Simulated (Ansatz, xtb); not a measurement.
**Isomers of BGeH9Si2 in order of energy**

4 gas-phase structures of BGeH9Si2, from a drawn sample of its isomers (lower ones may exist). Each was relaxed with GFN2-xTB; where two conformers were screened, the lower at r2SCAN-D4/def2-SVP is listed:

A. `[BH2][GeH2][SiH2][SiH3]`, a singlet
B. `B[SiH2][GeH2][SiH3]`, a singlet
C. `B[Si@@H]([SiH3])[GeH3]`, a singlet
D. `[BH2][GeH]([SiH3])[SiH3]`, a singlet

**Question.** Estimate their order in r2SCAN-D4/def2-SVP energy at these geometries, lowest first.

**Answer.** Calculated order at r2SCAN-D4/def2-SVP: D (0.000), B (0.141), A (0.220), C (0.271) eV.

Energies above the lowest of each column, in eV; the last columns are at B3LYP/def2-SVP geometries:

| structure | GFN2-xTB | HF/STO-3G | r2SCAN-D4/def2-SVP | B3LYP/def2-SVP | CCSD(T)/def2-SVP + ΔMP2/def2-TZVPP |
| --- | --- | --- | --- | --- | --- |
| D | 0.000 | 0.000 | 0.000 | 0.000 | 0.000 |
| B | 0.207 | 0.226 | 0.141 | 0.071 | 0.136 |
| A | 0.523 | 0.202 | 0.220 | 0.165 | 0.199 |
| C | 0.836 | 0.375 | 0.271 | 0.191 | 0.251 |

Every level run on D puts it lowest or level with the lowest. Flexible structures stand in one conformer each, not always the lowest. ΔMP2 is the change of the MP2 energy from the smaller to the larger basis.

Over these structures GFN2-xTB departs from r2SCAN-D4/def2-SVP by 0.201 eV on average once a common shift is removed. A GFN2-xTB relaxation took about 0.16 s and the r2SCAN-D4/def2-SVP energy about 1.5 s on a shared host (Ansatz 0.2.0, xtb 6.7.1).
